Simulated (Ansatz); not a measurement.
`[CH3][GeH2][CH2]O` → `[CH2]` (triplet) + `O[CH2][GeH3]` at 600 K and 1 bar (formal loss of a carbene).

Calculated with Ansatz (gas phase, PBE0-D4/def2-TZVP geometries, no zero-point term in ΔE). CCSD(T)/CBS is the MP2 limit (def2-TZVPP, def2-QZVPP) plus CCSD(T) − MP2 in def2-TZVPP, frozen cores. This one scheme is used for every species. Triplets are unrestricted, without spin–orbit coupling. For Ge outer-core shells are correlated without core-valence functions, which leaves a few kJ/mol of doubt a bond. Scalar relativity is left out up to krypton. One conformer a species, not always the lowest.

```csv
species,CCSD(T)/CBS energy (Eh),H − E (kJ/mol),S (J/(mol·K))
`[CH3][GeH2][CH2]O`,-2232.19160,311.1,443.6
`[CH2]` (triplet),-39.09499,66.5,220.8
`O[CH2][GeH3]`,-2192.91927,219.3,381.1
```

H − E and S are ideal-gas, rigid-rotor, harmonic terms from PBE0-D4/def2-TZVP, for one conformer and one mirror image of each species, with the whole ground term of open shells counted as degenerate. 1 Eh = 2625.50 kJ/mol, R = 8.31446 J/(mol·K).

Q: By hand: ΔE, ΔH, ΔS and ΔG.

A: ΔE = (-39.09499) + (-2192.91927) − (-2232.19160) = 0.17734 Eh = 465.6 kJ/mol. Δ(H − E) = 66.5 + 219.3 − 311.1 = -25.3, so ΔH = 440.3 kJ/mol. ΔS = 220.8 + 381.1 − 443.6 = 158.3 J/(mol·K). ΔG = 440.3 − 600 × (158.3)/1000 = 345.3 kJ/mol.

Q: By hand: the equilibrium constant, and the temperature at which ΔG would vanish if ΔH and ΔS stayed fixed.

A: log₁₀ K = −ΔG/(RT ln 10) = -30.1. ΔG = 0 at ΔH/ΔS = 2781 K, far beyond where these terms or the molecules hold.

The number of gas molecules changes by +1, which sets the sign of ΔS. A doubt of 5 kJ/mol in ΔE shifts log₁₀ K by 0.4 here. Other conformers and mirror images would add mixing entropy, several J/(mol·K) or more a flexible species. A triplet takes part, so the spin changes. These are equilibria of isolated gas molecules and say nothing of rates. Largest T1 diagnostic: 0.011 (customary marks: 0.02 for closed shells, 0.045 for open ones).
